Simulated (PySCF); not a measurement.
# Assignment exercise: C4H13NSi3

Mapped SMILES: `[CH2:1]=[CH:2][C@@H:3]1[CH2:4][Si@H:5]1[N:6]([SiH3:7])[SiH3:8]`; H(Xn) means a hydrogen on atom n. Ha(C4) is cis to C2 on the ring; Ha(C1) is cis to C3; Hb(C4) is trans to C2 on the ring; Hb(C1) is trans to C3.

[PySCF 2.14.0 with density-fitted response routines: structure optimised with PBE0-D3(BJ)/def2-SVP; σ from GIAO-PBE0/pcSseg-1; gas phase; rapidly exchanging positions averaged; one computed conformer; non-relativistic Hamiltonian]

δ = σ(ref) − σ, references computed at the same level: 13C and 1H vs TMS.

Task: Assign these signals to the numbered atoms. 13C{1H} NMR (computed): δ 148.0, 115.6, 22.3, 6.7.

Result: 
```tsv
δ (ppm)	atoms	environment	reason
148.0	C2	alkene CH	the olefinic region
115.6	C1	terminal =CH2 carbon	the olefinic region
22.3	C3	three-membered-ring carbon	carbons of three-membered rings are unusually shielded
6.7	C4	three-membered-ring carbon	–
```

Task: Assign these signals to the numbered atoms. 1H NMR (400 MHz, computed): δ 5.30 (m, 1H), 5.27 (m, 1H), 5.06 (m, 1H), 4.70 (s, 6H), 4.14 (m, 1H), 1.83 (m, 1H), 1.45 (m, 1H), 0.54 (m, 1H).

Result: 
```tsv
δ (ppm)	atoms	environment	reason
5.30	H(C2)	hydrogen on an alkene CH	olefinic region
5.27	Ha(C1)	hydrogen on a terminal =CH2 carbon	a vinylic proton, deshielded by the sp2 carbon and the C=C anisotropy
5.06	Hb(C1)	hydrogen on a terminal =CH2 carbon	–
4.70	H(Si7)/H(Si8)	hydrogen on a silicon bonded to N	–
4.14	H(Si5)	hydrogen on a silicon bonded to 2 C, N, in a 3-membered ring	–
1.83	H(C3)	hydrogen on a three-membered-ring carbon	–
1.45	Hb(C4)	hydrogen on a three-membered-ring carbon	cyclopropane-type protons are shielded by the ring
0.54	Ha(C4)	hydrogen on a three-membered-ring carbon	–
```

H(C2) and Ha(C1) lie closer than the usual error of such a calculation, so a measured spectrum could show them in the other order.

Shifts are as computed. Against solution values, carbons near 30 ppm lie about +2 ppm off and those near 130 ppm about +5 ppm. Of 1211 compounds with measured shifts, 218 miss one by over three times the rms of a fit or turn the order of signals round; such compounds aren't used in these exercises. Multiplicities follow the n + 1 count of equivalent neighbours, as no J values were calculated; m marks all less simple cases, F and P coupling included.
